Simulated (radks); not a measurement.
The nuclear charge of neutral iridium is varied continuously with 77 electrons held in [Xe] 4f14 5d7 6s2. Calculated with a radial shooting solver on a logarithmic mesh with Libxc functionals: Dirac Kohn-Sham, LDA (Slater exchange, Perdew-Wang correlation), spin-unpolarised, spherical densities, finite nucleus; open shells are shared between the two j in proportion to 2j + 1; Fermi nuclear charge, rms radius 5.4032 fm. By the Hellmann-Feynman theorem dE/dZ = E(electron-nucleus)/Z, the electronic potential at the nucleus (averaged over a nucleus of fixed radius).

\begin{tabular}{lrrrrr}
Z & E (hartree) & E(electron-nucleus)/Z (hartree) & HOMO & e(HOMO) (eV) & <r> HOMO (bohr) \\ \hline
76.8 & -17728.3781 & -579.207 & 5d5/2 & -4.895 & 1.802 \\
76.9 & -17786.3587 & -580.404 & 6s1/2 & -5.810 & 2.926 \\
77 & -17844.4590 & -581.602 & 6s1/2 & -6.586 & 2.884 \\
77.1 & -17902.6792 & -582.801 & 6s1/2 & -7.384 & 2.844 \\
77.2 & -17961.0192 & -584.000 & 6s1/2 & -8.201 & 2.806 \\
77.3 & -18019.4791 & -585.199 & 6s1/2 & -9.037 & 2.770 \\
77.4 & -18078.0591 & -586.400 & 6s1/2 & -9.893 & 2.736 \\
77.5 & -18136.7591 & -587.601 & 6s1/2 & -10.767 & 2.702 \\
77.6 & -18195.5793 & -588.802 & 6s1/2 & -11.658 & 2.670 \\
77.7 & -18254.5196 & -590.005 & 6s1/2 & -12.567 & 2.640 \\
77.8 & -18313.5802 & -591.208 & 6s1/2 & -13.493 & 2.610 \\
77.9 & -18372.7612 & -592.412 & 6s1/2 & -14.436 & 2.582 \\
78 & -18432.0627 & -593.617 & 6s1/2 & -15.396 & 2.554 \\
\end{tabular}

The central difference of E at Z = 77 is -581.602 hartree, to compare with the third column; the second derivative is -12 hartree.
